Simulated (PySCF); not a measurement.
Stepwise substitution at one centre (In CH3-H). Gas-phase values, no solvent. Strings in code marks are SMILES.

All values below come from M06-2X/def2-TZVP run with PySCF 2.14.0. Excitations are Tamm–Dancoff values on a coarser integration grid. The basis has no diffuse functions, so Rydberg states are missing or too high.

```
species                                       HOMO–LUMO gap (eV)  S1 oscillator strength  T1 excitation (TDA) (eV)
--------------------------------------------  ------------------  ----------------------  ------------------------
0 of 3 CH3 replaced by H                                    7.56                   0.000                      4.40
1 of 3 CH3 replaced by H (`[CH3][InH][CH3]`)                7.43                     [?]                      4.27
2 of 3 CH3 replaced by H (`[CH3][InH2]`)                    7.47                   0.001                       [?]
3 of 3 CH3 replaced by H (`[InH3]`)                         7.78                       –                         –
```

### Question
What belongs in the gaps?

### Answer

- 1 of 3 CH3 replaced by H (`[CH3][InH][CH3]`), S1 oscillator strength: 0.000
- 2 of 3 CH3 replaced by H (`[CH3][InH2]`), T1 excitation (TDA) (eV): 4.24
